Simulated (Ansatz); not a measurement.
`B[SiH](F)S` and `F[SiH2][SiH](F)S` differ in one atom or group.

Ansatz, PBE0-D4/def2-TZVP geometries, multiplicity 1. Each molecule was computed in one conformer, which needn't be the lowest. `B[SiH](F)S` holds a close contact that its SMILES doesn't draw: S···B 2.08 Å.

```tsv
property	`B[SiH](F)S`
size of the dipole moment (ωB97M-V/def2-TZVPP) / D	1.03
HOMO energy (ωB97M-V/def2-TZVPP) / eV	-9.56
HOMO energy (PBE/def2-TZVPP) / eV	-6.38
LUMO energy (B3LYP/def2-TZVPP) / eV	-0.87
LUMO energy (ωB97M-V/def2-TZVPP) / eV	1.12
size of the dipole moment (B3LYP/def2-TZVPP) / D	1.00
```

Problem. What does the change do to each property? (Estimate.)

Solution. Computed: 
| property | `F[SiH2][SiH](F)S` | shift |
| --- | --- | --- |
| size of the dipole moment (ωB97M-V/def2-TZVPP) / D | 1.41 | 0.38 |
| HOMO energy (ωB97M-V/def2-TZVPP) / eV | -10.09 | -0.53 |
| HOMO energy (PBE/def2-TZVPP) / eV | -6.77 | -0.39 |
| LUMO energy (B3LYP/def2-TZVPP) / eV | -1.33 | -0.46 |
| LUMO energy (ωB97M-V/def2-TZVPP) / eV | 0.64 | -0.48 |
| size of the dipole moment (B3LYP/def2-TZVPP) / D | 1.43 | 0.43 |

The zero-point energy changes by -2.3 kJ/mol with +3 modes. Dipoles are sizes alone; their direction can turn.

B3LYP here is the variant with VWN-RPA as its local correlation; programs differ in this.
